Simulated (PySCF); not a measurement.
# From orbital energies to excitation energies

Compound: C7H5FO.
Z-matrix (Å and degrees, GFN2-xTB geometry), rows numbered from 1:
```
O 
C   1  1.2038
C   2  1.4712  1  124.48
C   3  1.3964  2  120.34  1     0.17
C   4  1.3801  3  120.78  2   179.93
C   5  1.3878  4  120.01  3     0.01
C   6  1.3850  5  120.44  4    -0.02
C   7  1.3819  6  118.96  5    -0.00
F   8  1.3458  3  119.50  2     0.10
H   2  1.1049  1  121.41  3   180.00
H   4  1.0797  3  117.73  2    -0.08
H   5  1.0790  4  120.06  3  -179.98
H   6  1.0793  5  120.07  4   179.97
H   7  1.0786  6  121.57  5  -179.97
```

The calculation used TDDFT CAM-B3LYP/def2-SVPD, vertical, gas phase, core orbitals frozen in the response in PySCF.

Orbital energies (eV): HOMO-3 -12.03, HOMO-2 -9.32, HOMO-1 -9.21, HOMO -9.04, LUMO -1.10, LUMO+1 0.37, LUMO+2 1.36.

Question: Among the lowest singlets, which states do these configurations lead, and at what energies: HOMO-1→LUMO+1, HOMO-1→LUMO, HOMO→LUMO+1, HOMO-3→LUMO, HOMO-2→LUMO, HOMO→LUMO?

Answer: 

```csv
state,leading configuration,weight,Δε (eV),E (eV),E − Δε (eV),f,other configurations
S1,HOMO-1→LUMO,0.89,8.11,3.81,-4.30,0.0002,H-1→L+4 (10%)
S2,HOMO→LUMO,0.79,7.93,4.89,-3.05,0.052,H-2→L+1 (11%)
S3,HOMO-2→LUMO,0.83,8.21,5.46,-2.76,0.240,–
S4,HOMO→LUMO+1,0.62,9.41,6.66,-2.75,0.213,H-2→L+1 (17%)
S5,HOMO-1→LUMO+1,0.96,9.58,6.74,-2.85,0.0001,–
S7,HOMO-3→LUMO,0.80,10.93,7.21,-3.71,0.0018,H-1→L+4 (13%)
```

E − Δε runs from -4.30 to -2.75 eV. By orbital difference alone the order would be S2, S1, S3, S4, S5, S7. Δε is the difference of the two orbital energies.

H and L stand for HOMO and LUMO. The other states: S6 6.83 eV, f 0.441, H-2→L+1 (59%), H→L+1 (23%); S8 7.42 eV, f 0.0002, H-1→L+4 (54%), H-5→L (17%), H-3→L (15%).

Question: Which computed triplets share their leading configuration (75% or more) with a singlet, and how far apart are the partners?

Answer: 

```
configuration  triplet  E(T) (eV)  singlet  E(S) (eV)  E(S) − E(T) (eV)
  HOMO-1→LUMO       T1       3.28       S1       3.81             +0.53
```

The 3 triplets are Tamm–Dancoff values, the singlets full response.

Summed over the main configurations (up to three a state, each over 8%) of all 8 singlets, the electron leaves HOMO-1 with weight 2.61, HOMO-2 with weight 1.70, HOMO with weight 1.63 and HOMO-3 with weight 0.95.

The run took 62 s on one thread of an Arm Neoverse V1, no GPU (shared host).

One conformer stands for the species.
